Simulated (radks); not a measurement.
Species: Ga2+. Configuration: [Ne] 3s2 3p5.75 3d10 4s1 4p0.25 (fractional occupations, a model configuration). Method: Dirac Kohn-Sham, BLYP, spin-unpolarised, spherical densities, point nucleus; open shells fill j = l - 1/2 first; computed with a radial shooting solver on a logarithmic mesh with Libxc functionals.

Spin-orbit splittings of the eigenvalues, e(l+1/2) - e(l-1/2), with zeta = 2 splitting/(2l+1) and mean radii in bohr:

shell  occ.  splitting (eV)  zeta (eV)  <r> j=l-1/2  <r> j=l+1/2
2p        6           27.69      18.46       0.1882       0.1918
3p     5.75           3.654      2.436       0.6699       0.6806
3d       10          0.4760     0.1904       0.7840       0.7894
4p     0.25          0.2523     0.1682        2.452        2.482
4d        0         0.01926   0.007706        3.951        3.960
